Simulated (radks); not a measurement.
Problem. All-electron atom: Nd XLIII in [Ar]. Calculated with a radial shooting solver on a logarithmic mesh with Libxc functionals: scalar-relativistic Kohn-Sham, exchange-only LDA, spin-polarised, spherical densities, point nucleus. Some entries of the table are withheld. Estimate them.

orbital,occ.,eigenvalue (hartree),r(max) (bohr)
1s,2,-1685.708,0.01511
2s,2,(1),0.08522
2p,6,-321.0528,0.06862
3s,2,(2),(3)
3p,6,-123.6956,0.2242

Solution. 
(1) 2s eigenvalue (hartree): -347.6349
(2) 3s eigenvalue (hartree): -131.8974
(3) 3s r(max) (bohr): 0.2317
